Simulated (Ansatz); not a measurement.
# Relaxing a trial structure of H3NZn

The starting geometry of this gas-phase triplet was optimised with GFN2-xTB as a singlet.

```xyz
5

N    -0.2205   -0.7350   -0.4634
Zn   -1.0764    0.2760    2.1688
H    -0.3743   -0.0739   -1.2142
H    -0.6945   -0.3683    0.4014
H    -0.6666   -1.6046   -0.7259
```

Question: Where would you expect an optimisation with B3LYP/6-31G* to take it?

Answer: A new bond forms, giving a structure given below by its coordinates. Distances that change by over a tenth: Zn2–H4 (1.92 → 2.64 Å). Contacts that close: N1–Zn2 (2.95 → 2.05 Å).

The energy falls by 1.43 eV over 17 steps:

```csv
step,E − E(last) (eV)
1,1.432
3,1.331
5,1.194
6,1.068
8,0.816
10,0.525
12,0.036
13,0.006
15,0.000
17,0.000
```

Final geometry (Å):

```yaml
atoms:
  - { symbol: N, position_ang: [-0.4942, -0.5680, -0.1045] }
  - { symbol: Zn, position_ang: [-1.5583, 0.1564, 1.4951] }
  - { symbol: H, position_ang: [-0.5701, 0.0809, -0.8883] }
  - { symbol: H, position_ang: [0.4949, -0.7269, 0.0825] }
  - { symbol: H, position_ang: [-0.9046, -1.4481, -0.4182] }
```

Frequencies at the end are all real (lowest 386 cm⁻¹). Open shells are spin-unrestricted. The triplet needn't be the ground state. Run with Ansatz 0.2.0, 4.6 min on 1 thread of Arm Neoverse N1 (shared host).
